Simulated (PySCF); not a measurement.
**Assigning NMR signals**

Mapped SMILES: `[OH:1][NH:2][c:3]1[cH:4][cH:5][cH:6][cH:7][cH:8]1` (H(Xn): hydrogen on atom n).

Calculated, not measured (PySCF): B97-2/pcSseg-1 with gauge-including orbitals, geometry: PBE0-D3(BJ)/def2-SVP, J: B3LYP/pcJ-1 (spin–dipole term only in couplings to heteroatoms). Averaged over atoms made equivalent by symmetry, fast rotation or ring inversion, no relativistic terms, one computed conformer, gas phase.

Referencing at the same level of theory: 13C, 1H against TMS.

(1) Assign these signals to the numbered atoms. 13C{1H} NMR (computed): δ 151.8 (C), 131.5 (CH), 121.8 (CH), 112.2 (CH).

(2) Assign these signals to the numbered atoms. 1H NMR (400 MHz, computed): δ 7.25 (dd, J = 9.1, 8.2 Hz, 2H), 6.84 (t, J = 8.2 Hz, 1H), 6.82 (d, J = 9.1 Hz, 2H), 5.80 (br s, 1H), 3.44 (br s, 1H).

Results:

(1) 
| δ (ppm) | atoms | environment | reason |
| --- | --- | --- | --- |
| 151.8 | C3 | aromatic carbon bearing nitrogen | an ipso carbon deshielded by its heteroatom |
| 131.5 | C5/C7 | aromatic CH | the aromatic region |
| 121.8 | C6 | aromatic CH | – |
| 112.2 | C4/C8 | aromatic CH | it is ortho or para to a lone-pair donor and shielded by resonance |

(2) 
7.25 → H(C5)/H(C7), hydrogen on an aromatic CH: it sits in the deshielding region of the aromatic ring current
6.84 → H(C6), hydrogen on an aromatic CH
6.82 → H(C4)/H(C8), hydrogen on an aromatic CH
5.80 → H(N2), hydrogen on a nitrogen bonded to O or N: labile proton, position sensitive to the medium
3.44 → H(O1), hydrogen on a N–OH oxygen: labile proton, position sensitive to the medium

H(C6) and H(C4)/H(C8) lie closer than the usual error of such a calculation, so a measured spectrum could show them in the other order.

OH and NH positions are those of a molecule without intermolecular hydrogen bonds; in solution they move with solvent, concentration and temperature, and exchange usually removes their couplings. Splittings below 1 Hz are ignored in the labels, and close J values are merged. Couplings among chemically equivalent protons are left out too, so labels in AA′BB′ or AA′XX′ sets are apparent multiplicities. Unscaled 3J(H,H) at this level run about 10 % above measured values. Shifts are as computed. Against solution values, carbons near 30 ppm lie about +1 ppm off and those near 130 ppm about +2 ppm. Of 1211 compounds with measured shifts, 218 miss one by over three times the rms of a fit or turn the order of signals round; such compounds aren't used in these exercises.
